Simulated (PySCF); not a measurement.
## How methods differ on the ionisation energy of Ni⁺

Ni⁺ [Ar] 3d9 (2D) → Ni²⁺ [Ar] 3d8 (3F), as a difference of total energies. Computed with PySCF 2.14 in cc-pVDZ (6s5p3d1f, 43 functions), with no relativity, point nucleus. Correlated levels: valence: [Ar] frozen. The calculations carry no spin-orbit coupling.

```json
{"method": "UHF", "ionisation energy (eV)": "15.263", "difference from reference (eV)": "-2.906"}
{"method": "TPSS", "ionisation energy (eV)": "18.429", "difference from reference (eV)": "+0.260"}
{"method": "PBE", "ionisation energy (eV)": "18.871", "difference from reference (eV)": "+0.702"}
{"method": "MP2 (valence)", "ionisation energy (eV)": "18.247", "difference from reference (eV)": "+0.078"}
{"method": "SCS-MP2 (valence)", "ionisation energy (eV)": "17.933", "difference from reference (eV)": "-0.236"}
```

Reference: 18.169 eV (measured; NIST Atomic Spectra Database, ionization energies).

These non-relativistic numbers lack the scalar-relativistic shift.

The reference lies between the lowest fine-structure levels, while these numbers refer to the centres of the terms.

Errors of the correlated levels include the incompleteness of this basis and the frozen core.
